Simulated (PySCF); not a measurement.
**Electronic absorption of C4H11NSi**

C4H11NSi.
Structure used (PBE0-D3(BJ)/def2-SVP), in Å, numbered top down from 1:
```xyz
17
C4H11NSi angstrom
C      3.281    0.048   -0.176
N      1.882    0.390   -0.100
Si     0.595   -0.744    0.135
C     -0.952    0.156    0.648
C     -1.920    0.659   -0.399
C     -2.294   -0.508    0.449
H      3.489   -0.819    0.472
H      3.631   -0.218   -1.193
H      3.917    0.874    0.187
H      1.647    1.259   -0.566
H      0.204   -1.548   -1.081
H      1.073   -1.719    1.166
H     -0.862    0.780    1.544
H     -2.417    1.615   -0.212
H     -1.691    0.477   -1.454
H     -2.319   -1.499   -0.017
H     -3.050   -0.366    1.226
```

Computed with PySCF, TDDFT wB97X-D/def2-SVPD, vertical, gas phase, core orbitals frozen in the response.

Task: List the vertical singlet excitations with oscillator strengths and describe the spectrum.

Result: 

```
state  E (eV)  λ (nm)  ν̃ (cm⁻¹)       f   main configurations (H = HOMO, L = LUMO)
   S1    6.19   200.2      49960  0.0030                                  H→L (90%)
   S2    6.93   179.0      55880  0.0092      H→L+1 (41%), H→L+3 (24%), H→L+2 (19%)
   S3    7.38   168.0      59540   0.042       H→L+2 (61%), H→L+1 (14%), H→L+6 (9%)
   S4    7.53   164.7      60700   0.012      H→L+6 (36%), H→L+3 (20%), H→L+5 (18%)
   S5    7.94   156.1      64080  0.0028      H→L+4 (31%), H→L+5 (27%), H→L+6 (17%)
   S6    8.13   152.5      65560   0.034      H→L+3 (25%), H→L+5 (14%), H→L+6 (13%)
   S7    8.17   151.7      65930   0.044      H→L+4 (28%), H→L+5 (24%), H→L+8 (15%)
   S8    8.26   150.1      66640   0.017  H-1→L (57%), H-1→L+1 (14%), H-1→L+2 (11%)
   S9    8.37   148.1      67540  0.0061      H-1→L+1 (62%), H-1→L (9%), H→L+8 (9%)
  S10    8.53   145.4      68770  0.0078                              H-2→L+1 (71%)
```

Triplets, Tamm–Dancoff:

```
state  E (eV)  λ (nm)  main configurations (H = HOMO, L = LUMO)
   T1    6.00   206.7                                 H→L (83%)
   T2    6.79   182.6     H→L+1 (42%), H→L+3 (24%), H→L+2 (14%)
   T3    7.15   173.4                  H→L+2 (57%), H→L+1 (10%)
   T4    7.37   168.3     H→L+6 (46%), H→L+3 (18%), H→L+5 (14%)
```

The lowest singlet comes at 200 nm (598 kJ/mol) in the ultraviolet; it is very weak; its leading configuration is HOMO→LUMO (90%). The most intense listed level is S7 at 8.17 eV (152 nm, f = 0.044), 1.98 eV above S1. Löwdin shares by element: HOMO nitrogen 56%, carbon 11% or more, silicon 10%, hydrogen 6% or more (atoms not listed hold the other 17%); LUMO silicon 22%, carbon 19% or more, hydrogen 11% or more, nitrogen 7% (atoms not listed hold the other 41%). Of the 10 states listed, 5 reach f = 0.01 and none stays under 0.0005. The oscillator strengths of these states sum to 0.180; summed over the whole spectrum of an exact calculation they would give the number of electrons, 56 (Thomas–Reiche–Kuhn). Orbital energies (eV): HOMO-3 -10.95, HOMO-2 -10.32, HOMO-1 -10.09, HOMO -8.49, LUMO 2.28, LUMO+1 2.58, LUMO+2 2.82. The vertical ionisation energy (ΔSCF) is 8.72 eV, 0.20 eV above S10. Only the lowest 10 singlets were computed, as vertical energies without vibronic structure.

Time: 1.9 min wall. Hardware: an Arm Neoverse N1 with one thread (shared host).

One conformer stands for the species.
